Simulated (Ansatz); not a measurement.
Ansatz (a first-principles code) input (r2SCAN0/def2-TZVPD):

Ansatz 0.2 input:
```yaml
crystal:
  periodic: [false, false, false]
  atoms:
    - {symbol: O, position_ang: [-1.07062083, 0.45294967, 0.28778807]}
    - {symbol: C, position_ang: [-0.11330540, -0.51406056, -0.06751914]}
    - {symbol: O, position_ang: [1.17599322, 0.02511925, -0.22499623]}
    - {symbol: H, position_ang: [-1.11990315, 1.10353250, -0.42323741]}
    - {symbol: H, position_ang: [-0.34489975, -0.98475515, -1.02619164]}
    - {symbol: H, position_ang: [-0.14958005, -1.25867342, 0.73152913]}
    - {symbol: H, position_ang: [1.45123623, 0.39970806, 0.62068013]}
basis:
  gaussian:
    orbitals: def2-TZVPD
hamiltonian:
  xc: {name: r2SCAN0}
output: {forces: true}
```

End of the output:

```
mean field evaluation 4: about -5194.8799 eV, gradient 1.9e0 eV
mean field evaluation 8: about -5194.8880 eV, gradient 3.3e-2 eV
mean field evaluation 16: about -5194.8880 eV, gradient 9.8e-6 eV
mean field -5194.88801274 eV, -190.9086132467 hartree, gradient 5.7e-6 eV, S^2 0.000000; 0 other end points of the search recorded, 0 dependent functions left out
the calculation of the forces begins
reference -5194.88802604 eV, -190.9086137354 hartree; 13, 13 occupied and 140, 140 virtual orbitals, 746 factors
Total energy: -5194.88802604 eV, -190.9086137354 hartree
Atom 0 at    -1.070621     0.452950     0.287788 Å, force     0.340858    -0.065302    -0.388170 eV/Å
Atom 1 at    -0.113305    -0.514061    -0.067519 Å, force     0.072446     0.328686     0.043171 eV/Å
Atom 2 at     1.175993     0.025119    -0.224996 Å, force    -0.357880    -0.011927     0.378026 eV/Å
Atom 3 at    -1.119903     1.103533    -0.423237 Å, force     0.040854    -0.270344     0.260914 eV/Å
Atom 4 at    -0.344900    -0.984755    -1.026192 Å, force     0.013609     0.074780     0.116368 eV/Å
Atom 5 at    -0.149580    -1.258673     0.731529 Å, force     0.024882     0.099851    -0.093431 eV/Å
Atom 6 at     1.451236     0.399708     0.620680 Å, force    -0.134769    -0.155745    -0.316878 eV/Å
Dipole moment:     0.005538     0.025125     0.003300 e Å
```
